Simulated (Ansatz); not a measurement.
Basis-set extrapolation for `[AlH3-][n+]1ccccc1` (PBE0-D4/def2-TZVP geometry, frozen core, the Gaussian-basis code of Ansatz). Multiplicity 1, RHF reference.

```json
{"": "HF", "def2-TZVPP": "-490.469819", "def2-QZVPP": "-490.487763"}
{"": "MP2 correlation", "def2-TZVPP": "-1.081923", "def2-QZVPP": "-1.152131"}
{"": "CCSD(T) correlation", "def2-TZVPP": "-1.178610", "def2-QZVPP": "not run"}
```

Energies in hartree. Use E(X) = E(∞) + A·exp(−7.88·√X) for Hartree–Fock and E(X) = E(∞) + B·X^(−2.97) for correlation, with X = 3 and 4, and add CCSD(T) minus MP2 of the smaller set to the MP2 limit.

**Question.** What is the CCSD(T) energy at the basis-set limit?

**Answer.** HF limit: -490.487763 + (-0.017944) × 0.13774 = -490.49023. MP2 limit: -1.152131 + (-0.070208) × 0.74074 = -1.20414. Higher-order term: -1.178610 − (-1.081923) = -0.09669. Total: -491.79106 hartree, 3.88 eV below CCSD(T)/def2-TZVPP.
